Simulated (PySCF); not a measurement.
**Computed structure and properties of [Yb(H2O)4]3+**

System: [Yb(H2O)4]3+ (singlet in the valence; each metal's 4f electrons, 13 of them, lie in its core potential, out of spins and levels); start: displaced along the imaginary mode (S4). Method: PySCF 2.14.0, RKS r2SCAN, Yb lcecp-1-SVP with ECP59, O def2-SVP, H def2-SVP; non-relativistic Hamiltonian with scalar-relativistic core potentials where named; density fitting; no spin-orbit coupling.

Input of the relaxation:

```python
mol = gto.M(atom='''
Yb     0.00000    -0.00000    -0.00000
O      1.27958     1.29573     1.28752
H      1.85457     0.99919     2.07438
H      1.44723     2.29543     1.18683
O     -1.27958    -1.28752     1.29573
H     -1.44723    -1.18683     2.29543
H     -1.85457    -2.07438     0.99919
O      1.27958    -1.29573    -1.28752
H      1.44723    -2.29543    -1.18683
H      1.85457    -0.99919    -2.07438
O     -1.27958     1.28752    -1.29573
H     -1.85457     2.07438    -0.99919
H     -1.44723     1.18683    -2.29543''',
    basis={'Yb': 'lcecp-1-SVP', 'O': 'def2-SVP', 'H': 'def2-SVP'},
    ecp={'Yb': 'lcecp-1-SVP'},
    charge=3, spin=0)
mf = dft.RKS(mol, xc='R2SCAN')
mf.grids.atom_grid = (50, 194)  # f atoms: unpruned, at least (60, 302)
mf = mf.density_fit()  # fitting sets: Yb AutoAux, O def2-universal-JKFIT, H def2-universal-JKFIT
mf.conv_tol = 1e-08; mf.max_cycle = 55
mf.kernel(dm0)  # dm0: converged density of the start geometry
# quasi-Newton relaxation in Cartesian coordinates to a largest gradient under 0.00045 Eh/bohr, steps kept in the point group
```

Run from Python with OMP_NUM_THREADS=2; the lines above give its settings. Where DIIS fails, smearing, a level shift and second-order steps follow.
It took 3.6 min on 2 threads of Arm Neoverse V1, on a shared host, from the converged density of the start.

Course of the relaxation:

| step | energy above end (eV) | largest force component within the symmetry (eV/Å) |
| --- | --- | --- |
| 0 | 0.2300 | 1.297 |
| 1 | 0.0367 | 0.104 |
| 2 | 0.0336 | 0.024 |
| 3 | 0.0311 | 0.161 |
| 4 | 0.0275 | 0.162 |
| 5 | 0.0185 | 0.040 |
| 6 | 0.0154 | 0.132 |
| 7 | 0.0110 | 0.129 |
| 14 | 0.0004 | 0.043 |
| 15 | 0.0002 | 0.030 |
| 16 | 0.0002 | 0.051 |
| 17 | 0.0000 | 0.017 |
| 18 | 0.0000 | 0.036 |
| 19 | 0.0000 | 0.005 |
(The steps between are left out.)

Relaxed geometry (S4):

```xyz
13

Yb    0.0000    0.0000    0.0000
O     1.3356    1.2970    1.2277
H     2.1468    1.0408    1.7295
H     1.2629    2.2672    1.3976
O    -1.3357   -1.2277    1.2970
H    -1.2628   -1.3978    2.2673
H    -2.1469   -1.7294    1.0408
O     1.3356   -1.2970   -1.2277
H     1.2629   -2.2672   -1.3976
H     2.1468   -1.0408   -1.7295
O    -1.3357    1.2277   -1.2970
H    -2.1469    1.7294   -1.0408
H    -1.2628    1.3978   -2.2673
```

```json
{"contact": "Yb1–O2 (H2O)", "Å": "2.230"}
{"contact": "Yb1–O5 (H2O)", "Å": "2.230"}
{"contact": "Yb1–O8 (H2O)", "Å": "2.230"}
{"contact": "Yb1–O11 (H2O)", "Å": "2.230"}
```

On the finer grid (75, 302):

The HOMO is -23.17 eV and the LUMO is -15.69 eV. The dipole about the centre of mass is 0.00 D and the set of Mulliken populations of Yb1 outside the core potential is s 2.20, p 6.25, d 0.82, f 0.04. The D3(BJ) dispersion energy (not in the energies) is -0.059 eV.

| atom | Mulliken (e) | Löwdin (e) | spin (e) |
| --- | --- | --- | --- |
| Yb1 | 1.69 | 1.24 | 0.00 |
| O2 | -0.34 | 0.02 | 0.00 |
| H3 | 0.33 | 0.21 | 0.00 |
| H4 | 0.33 | 0.21 | 0.00 |
| O5 | -0.34 | 0.02 | 0.00 |
| H6 | 0.33 | 0.21 | 0.00 |
| H7 | 0.33 | 0.21 | 0.00 |
| O8 | -0.34 | 0.02 | 0.00 |
| H9 | 0.33 | 0.21 | 0.00 |
| H10 | 0.33 | 0.21 | 0.00 |
| O11 | -0.34 | 0.02 | 0.00 |
| H12 | 0.33 | 0.21 | 0.00 |
| H13 | 0.33 | 0.21 | 0.00 |

The 4f levels lie in the core potential and are missing. Their spin isn't counted.

No frequency check is given for this geometry.

Taking off one H2O (charge 0, singlet; the rest: singlet) in vacuum, both parts rigid, costs 3.62 eV; the small basis without counterpoise inflates it. Parting with an electron moved from the ligand to the metal can be far cheaper, even downhill.

Rigid scan of H2O along the line from its metal:

(distance to O2 (Å), energy (eV)): (1.93, 0.677), (2.03, 0.251), (2.13, 0.050), (2.23, 0.000), (2.33, 0.047), (2.43, 0.156), (2.63, 0.466)

One start shape was tried, so this needn't be the lowest isomer.

An lcecp potential fixes the number of 4f electrons, so in runs with it no electron can move into or out of that shell.
